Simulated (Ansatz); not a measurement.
PtS2, relaxed as a singlet with RKS r2SCAN-D4/def2-TZVP in Ansatz, starting from the GFN2-xTB geometry. Force threshold 0.02 eV/Å.

In the def2 sets Pt takes a core potential; there is no spin–orbit coupling. The relaxation made no stability test and no search for a lower SCF solution. The structure comes from a short search, and lower isomers may exist.

Start:

```xyz
3

Pt   -0.094    0.205    0.114
S     1.011   -0.619    1.663
S    -0.917    0.415   -1.777
```

```tsv
step	energy (eV)	largest force component (eV/Å)	SCF passes
1	-24919.5274	0.246	17
2	-24919.5396	0.107	29
3	-24919.5564	0.195	33
4	-24919.5583	0.003	23
```

Force components are those of the run's own axes.

End:

```xyz
3

Pt   -0.002    0.004    0.002
S     0.981   -0.528    1.748
S    -0.979    0.523   -1.750
```

By distances, no bond broke or formed. The bond that changes most is Pt1–S3, from 2.07 to 2.07 Å (atoms count from 1).

No frequencies were taken in this run, so the end may be a saddle point.

Run time 4.4 s (4 threads of Arm Neoverse V2 on a shared host).
